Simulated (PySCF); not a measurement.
H8N2OSi2.

```xyz
13

N     -1.4764     1.5556    -1.6635
Si    -1.3991     0.0245    -0.8370
N     -0.4215    -0.1026     0.6251
Si     1.1170    -0.8908     0.8784
O      2.4187     0.1591     1.0884
H     -2.0960     2.2865    -1.3058
H     -0.6292     1.9708    -2.0592
H     -0.7947    -0.9772    -1.7757
H     -2.8293    -0.2762    -0.4856
H     -0.7910     0.3944     1.4447
H      1.3076    -1.7802    -0.3199
H      1.1118    -1.6596     2.1635
H      2.6056     0.7262     0.3200
```
Charge 0, spin multiplicity 1.

Coordinates come from a PBE-D3(BJ)/def2-SVP optimisation. The structure was generated by enumeration, and PubChem lists no compound with its InChIKey, so it may never have been made. One conformer was computed; it need not be the lowest.

Computed with PBE/pcSseg-1 (PySCF). Non-relativistic, no solvent.

**Question.** Give the absolute GIAO shielding of each atom: isotropic value and principal components (ppm). (Estimate from the structure and the level; the computed values follow.)

**Answer.** 
```tsv
atom	σ(iso)	σ11	σ22	σ33	span
N1	219.9	196.1	217.4	246.1	50.0
Si2	374.5	319.7	390.2	413.6	93.9
N3	175.4	122.1	185.7	218.5	96.4
Si4	362.2	323.0	369.6	394.2	71.2
O5	254.2	212.8	255.1	294.7	81.9
H6	30.0	24.3	26.1	39.5	15.2
H7	30.4	24.3	27.1	40.0	15.7
H8	26.4	22.4	26.0	30.7	8.3
H9	26.3	21.9	25.3	31.6	9.7
H10	29.4	23.8	28.2	36.2	12.4
H11	26.0	22.5	25.3	30.3	7.8
H12	26.2	22.3	24.7	31.6	9.4
H13	29.9	23.1	26.5	40.1	17.0
```
